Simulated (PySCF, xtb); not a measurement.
C3H8GeSi, SMILES [GeH2]1[CH]=C([SiH2]1)C.

GFN2-xTB (xtb 6.7.1) at its own geometry gives an orbital gap of 3.83 eV and a dipole moment of 1.80 D.

Geometry: PBE0-D3(BJ)/def2-SVP. This is a generated structure with no PubChem entry under its InChIKey; it may be hypothetical.

Problem. What does PySCF with ωB97X/def2-TZVP give? (The exact figures need the calculation; the answer reports its results.)

Solution. gap 11.52 eV (levels -9.70 and 1.82 eV), dipole 0.86 D.
